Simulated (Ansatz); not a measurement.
Harmonic frequencies (cm⁻¹) at PBE0-D4/def2-TZVP from Ansatz: 76, 156, 184, 352, 390, 476, 605, 627, 712, 761, 799, 858, 947, 976, 1102, 1163, 2430, 2552, 2567, 2624, 2635.

Each molecule was computed in one conformer, which needn't be the lowest.

(1) Which molecule is it?
A. `CC(N)S`
B. `BBB[SeH]`
C. `C=C(F)BO`
D. `[Se]=C1CC1`

Results:

(1) B.
